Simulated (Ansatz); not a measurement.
Cost and result up the ladder for Zn3O3H12, a cluster cut from wurtzite ZnO (hydrogen-capped) (18 atoms). Total charge 0; singlet. Geometry: PBE-D4/def2-SVP.

```xyz
18

O     1.5841   -1.0156   -0.8849
Zn   -0.1542   -0.7217   -2.4456
O    -1.7105    0.4240   -1.1051
Zn    2.1008   -0.5225    1.3560
O     0.1243    0.5878    1.9918
Zn   -1.9443    1.2480    1.0882
H     1.7198   -1.9855   -0.9147
H     2.3440   -0.6225   -1.3623
H     0.4567    0.5600   -3.1318
H    -0.7939   -2.1512   -2.2623
H    -1.8854    1.2284   -1.6364
H    -2.5081   -0.1378   -1.1965
H     2.9331    0.7831    1.0570
H     1.6999   -1.9333    1.9348
H     0.4772    1.4337    2.3380
H    -0.1546    0.0712    2.7763
H    -2.7678    0.0245    1.6460
H    -1.5213    2.7293    0.7516
```

Ansatz on 4 threads of Intel Xeon 6975P-C on a shared host. Times are rough, and most runs start from the orbitals of an earlier one. ωB97X-V/def2-TZVP serves as the yardstick here, not as an exact answer. Differences are given only for rows in sets of like size (and for xTB, whose basis is part of the method), since another set adds its own error. Binding counts from free atoms at the same level (O triplet, Zn singlet, H doublet; other spins of the atoms weren't run), without zero-point energy or a counterpoise term.

The 6-31G sets use Cartesian d functions. B3LYP takes the VWN-RPA correlation. Correlated methods freeze 30 core orbitals.

Correlated methods converge slowly with the basis.

```
                          level  functions  binding energy per atom (eV)  difference from ωB97X-V/def2-TZVP (eV)
              PBE-D4/def2-TZVPD        381                          2.49                                   -0.02
               PBE-D4/def2-TZVP        309                          2.49                                   -0.03
                       HF/6-31G        138                          1.64                                       –
                  MP2/def2-TZVP        309                          2.40                                   -0.11
                 B3LYP-D4/6-31G        138                          2.49                                       –
               PBE0-D4/def2-SVP        195                          2.49                                       –
             PBE0-D4/def2-TZVPD        381                          2.45                                   -0.06
PBE0-D4/def2-TZVP (with forces)        309                          2.45                                   -0.07
                PBE-D4/def2-SVP        195                          2.54                                       –
            r2SCAN-D4/def2-TZVP        309                          2.52                                    0.01
              ωB97X-V/def2-TZVP        309                          2.51                                    0.00
               B97M-V/def2-TZVP        309                          2.50                                   -0.01
```

Task: Estimate how long each takes.

Result: HF/6-31G 1.1 s; PBE-D4/def2-SVP 1.6 s; PBE-D4/def2-TZVP 2.7 s; B3LYP-D4/6-31G 2.7 s; PBE0-D4/def2-SVP 3 s; PBE-D4/def2-TZVPD 4.6 s; r2SCAN-D4/def2-TZVP 5 s; MP2/def2-TZVP 7 s; B97M-V/def2-TZVP 10 s; PBE0-D4/def2-TZVPD 11 s; PBE0-D4/def2-TZVP (with forces) 12 s; ωB97X-V/def2-TZVP 12 s. On shared hardware such times vary by a factor of up to 3.
